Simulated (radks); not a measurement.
Charge is removed step by step from the 4d down level of Rh, starting from [Kr] 4d(up 5, down 3) 5s1. Calculated with a radial shooting solver on a logarithmic mesh with Libxc functionals: scalar-relativistic Kohn-Sham, PBE, spin-polarised, spherical densities, finite nucleus; open shells are filled with parallel spins first (spin-orbit coupling, left out, can overturn this in heavy ions); Fermi nuclear charge, rms radius 4.4945 fm.

removed (e)  E - E(0) (eV)  eigenvalue (eV)  E minus straight line (eV)
0                    0.000           -5.016                       0.000
0.25                 1.544           -7.360                      -0.942
0.5                  3.693           -9.854                      -1.279
0.75                 6.482          -12.481                      -0.975
1                    9.943          -15.229                       0.000

Removing the whole electron costs 9.943 eV by Delta-SCF, against 5.016 eV from minus the eigenvalue at the starting occupation. Slater's transition state (half an electron removed) gives 9.854 eV. Integrating minus the eigenvalue over the occupation (Janak's theorem) gives 9.943 eV. In this scalar-relativistic scheme the density is built from large components alone, so the theorem holds only approximately. The mean slope of the eigenvalue, de/dn, is 10.2 eV per electron.
